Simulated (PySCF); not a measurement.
1-butanol (C₄H₁₀O), SMILES C(CC)CO. The structure is a stationary point at TPSSh-D3(BJ)/def2-SVP. The values are those of a single conformer.

Problem. Give the equilibrium geometry at TPSSh-D3(BJ)/def2-SVP (PySCF confirms it by a frequency run) as Cartesian coordinates in Å, and its point group. (The exact figures need the calculation; the answer reports its results.)

Solution. Several could match; the one computed here: point group Cs.
```xyz
15

C     -0.2951     2.5161     0.0000
C      0.5274     1.2273     0.0000
C     -0.3372    -0.0351     0.0000
C      0.4743    -1.3210     0.0000
O     -0.4284    -2.4133     0.0000
H     -0.9447     2.5716     0.8890
H      0.3524     3.4070     0.0000
H     -0.9447     2.5716    -0.8890
H      1.1924     1.2156    -0.8824
H      1.1924     1.2156     0.8824
H     -0.9987    -0.0431    -0.8837
H     -0.9987    -0.0431     0.8837
H      1.1352    -1.3415    -0.8916
H      1.1352    -1.3415     0.8916
H      0.0900    -3.2304     0.0000
```
Charge 0, spin multiplicity 1.
